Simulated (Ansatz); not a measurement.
Geometry optimisation, RKS PBE0/def2-SVP (Ansatz).

The input (input.yaml):

```yaml
crystal:
  periodic: [false, false, false]
  atoms:
    - { symbol: Al, position_ang: [-0.33895, -0.318086, 0.01757] }
    - { symbol: H, position_ang: [-0.611683, -0.156762, 1.54986] }
    - { symbol: O, position_ang: [1.141209, -0.906939, -0.538592] }
    - { symbol: Si, position_ang: [2.449399, -1.515477, -1.337687] }
    - { symbol: H, position_ang: [2.049018, -2.670816, -2.196143] }
    - { symbol: H, position_ang: [3.071383, -0.464785, -2.200076] }
    - { symbol: H, position_ang: [3.468452, -1.984569, -0.350461] }
    - { symbol: F, position_ang: [-1.579347, -0.072521, -1.057538] }
    - { symbol: O, position_ang: [0.257669, 2.322968, 1.220863] }
    - { symbol: H, position_ang: [1.179611, 2.415029, 1.489032] }
    - { symbol: H, position_ang: [-0.09066, 1.618458, 1.815771] }
basis:
  gaussian: { orbitals: def2-SVP }
hamiltonian:
  xc: pbe0
relax:
  f_tol: 0.03
  max_steps: 50
```

Command:

```bash
$ ansatz run input.yaml --threads 4 --pin off --max-ram 5120MiB --backend cpu --events-out ev --progress --plain --runs-dir out
```

Where does it end, and by what steps?

It converged. After 15 steps the energy has fallen by 0.939 eV; H10 moved furthest, 1.11 Å. Joined: Al1–O9 (2.96 → 1.98 Å).

```
step  energy less start (eV)  largest force component (eV/Å)  accepted
   0                  0.0000                           0.991       yes
   1                 -0.1109                           1.798       yes
   2                 -0.3069                           2.343       yes
   3                 -0.6316                           1.630       yes
   4                 -0.7741                           0.629       yes
   5                 -0.8463                           0.478       yes
   6                 -0.8899                           0.736       yes
   7                 -0.9126                           0.506       yes
   8                 -0.9261                           0.196       yes
   9                 -0.9313                           0.069       yes
  10                 -0.9336                           0.066       yes
  11                 -0.9350                           0.102       yes
  12                 -0.9375                           0.125       yes
  13                 -0.9374                           0.076        no
  14                 -0.9387                           0.034       yes
  15                 -0.9389                           0.027       yes
```

```xyz
11
Properties=species:S:1:pos:R:3
Al -0.321 -0.116 0.253
H -0.871 -0.768 1.585
O 1.293 -0.448 -0.277
Si 2.401 -1.270 -1.174
H 1.767 -2.371 -1.966
H 3.097 -0.344 -2.123
H 3.442 -1.877 -0.286
F -1.428 0.232 -0.952
O 0.262 1.670 0.869
H 1.216 1.655 0.685
H 0.138 1.903 1.799
```

Whether the end is a true minimum wasn't checked by a vibrational analysis.

Time of the run: 24 s on 4 threads of Arm Neoverse V2, with other jobs on the host, peak memory 0.23 GiB.
